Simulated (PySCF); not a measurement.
Sn(F)2(Cl)(OMe) (CH3ClF2OSn), SMILES C[O][Sn]([F])([F])[Cl].

The structure is a stationary point at PBE0-D3(BJ)/def2-SVP. The structure was generated by enumeration; whether it is a known compound was not checked. The def2 effective core potentials stand for the cores of Sn; spin–orbit coupling is left out. One conformer was computed; it need not be the lowest.

The numbers are results of PySCF with r2SCAN/def2-TZVP, not measurements.

Symmetry labels are those of the subgroup Cs that the program uses (full group Cs).

Problem. List the valence orbital energies around the gap with their symmetry. (Estimate from the structure and the level; the computed values follow.)

Solution. 
| orbital | symmetry | energy (eV) |
|---|---|---|
| HOMO−7 | A' | -10.29 |
| HOMO−6 | A" | -10.10 |
| HOMO−5 | A' | -10.03 |
| HOMO−4 | A" | -10.00 |
| HOMO−3 | A' | -9.08 |
| HOMO−2 | A" | -9.06 |
| HOMO−1 | A' | -8.31 |
| HOMO | A" | -7.69 |
| LUMO | A' | -3.85 |
| LUMO+1 | A" | -0.29 |
| LUMO+2 | A' | -0.06 |
| LUMO+3 | A' | 0.17 |
